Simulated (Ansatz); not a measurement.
One change: `O=[CH][GaH2]` becomes `O=CO`.

Ansatz, PBE0-D4/def2-TZVP geometries, multiplicity 1. Each molecule was computed in one conformer, which needn't be the lowest.

Scalar relativity is left out up to krypton.

```csv
property,`O=[CH][GaH2]`
HOMO–LUMO gap (PBE0/def2-TZVPP) / eV,4.83
LUMO energy (ωB97M-V/def2-TZVPP) / eV,-0.14
zero-point energy (PBE0-D4/def2-TZVP) / kJ/mol,79.4
HOMO–LUMO gap (PBE/def2-TZVPP) / eV,2.74
HOMO–LUMO gap (ωB97M-V/def2-TZVPP) / eV,8.76
size of the dipole moment (PBE/def2-TZVPP) / D,2.01
```

Task: Give the same properties after the change, and the shifts. (An estimate is asked.)

Result: Ansatz gave: 
```tsv
property	`O=CO`	shift
HOMO–LUMO gap (PBE0/def2-TZVPP) / eV	8.44	3.61
LUMO energy (ωB97M-V/def2-TZVPP) / eV	2.25	2.39
zero-point energy (PBE0-D4/def2-TZVP) / kJ/mol	89.4	10.0
HOMO–LUMO gap (PBE/def2-TZVPP) / eV	5.56	2.82
HOMO–LUMO gap (ωB97M-V/def2-TZVPP) / eV	13.25	4.49
size of the dipole moment (PBE/def2-TZVPP) / D	1.51	-0.50
```

With PBE0 the HOMO falls by 1.88 eV and the LUMO rises by 1.73 eV, so the gap widens by about 3.61 eV. PBE moves the HOMO by -1.49 eV and ωB97M-V by -2.10 eV. The zero-point energy changes by 10.0 kJ/mol with -3 modes. Dipoles are sizes alone; their direction can turn.
